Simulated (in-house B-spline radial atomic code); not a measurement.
Settings and results of a run for Ni⁺. Level of theory: non-relativistic OLYP, spin-polarised, spherical fractional occupations, point nucleus; calculated with a B-spline radial code for spherical atoms.

Command:
```bash
python run_scf.py task.json out
```
Settings:
```
Z                28
configuration    [Ar] 3d9
hamiltonian      nr
method           optx,lyp
spin_polarised   True
```

Output (hartree, bohr):
```
 radial grid: 54 intervals, B-splines of order 8, outer radius 40.5882 bohr

 iter        energy (Eh)    residual
    1       -1504.842675    3.68e-01
    2       -1501.270135    5.11e-01
    3       -1507.665837    1.57e-01
    4       -1508.063166    1.00e-01
    5       -1494.223259    4.57e-01
    6       -1508.412077    2.49e-02
    7       -1508.425113    2.36e-02
    8       -1508.447368    4.34e-03
    9       -1508.448220    7.30e-05
   10       -1508.448220    2.75e-05
   11       -1508.448220    1.23e-06
   12       -1508.448220    1.15e-07

 total energy                     -1508.44822
 kinetic                            1507.4048
 electron-nucleus                  -3597.4925
 Hartree                             645.1583
 exchange-correlation                -63.5189

 orbital      occ     eigenvalue          <r>       <r^2>       <1/r>       <r^4>     <1/r^2>       r_max
 1s up      1.000      -298.5501    0.0548404   0.0040311     27.5072 4.14174e-05     1522.39     0.03615
 1s down    1.000      -298.5501    0.0548403  0.00403108     27.5072 4.14168e-05     1522.39     0.03615
 2s up      1.000       -35.5066     0.248209   0.0726316     5.95184  0.00915384     145.002      0.2076
 2s down    1.000       -35.4846     0.248092   0.0725598     5.95485  0.00913481     145.138      0.2075
 2p up      3.000       -31.0158     0.216562   0.0574947     5.90986  0.00667339     47.8149      0.1661
 2p down    3.000       -30.9999     0.216442   0.0574252     5.91237  0.00665581      47.849      0.1661
 3s up      1.000        -4.1049     0.753208     0.65592       1.877     0.70415     21.6963      0.6485
 3s down    1.000        -4.0626     0.753968    0.657296     1.87423    0.707724     21.6167      0.6489
 3p up      3.000        -2.7366     0.788395    0.735101     1.74578    0.963816     6.71577       0.652
 3p down    3.000        -2.6945     0.789778    0.737913     1.74224    0.973309     6.68655      0.6526
 3d up      5.000        -0.4933      1.04844     1.51016     1.32788     7.22129     2.47832      0.6355
 3d down    4.000        -0.4550      1.07391     1.60371     1.30985     8.45839     2.42804      0.6386
```

Cost of the run: 0.35 s on 1 thread of x86-64 server CPU, with other jobs on the host.
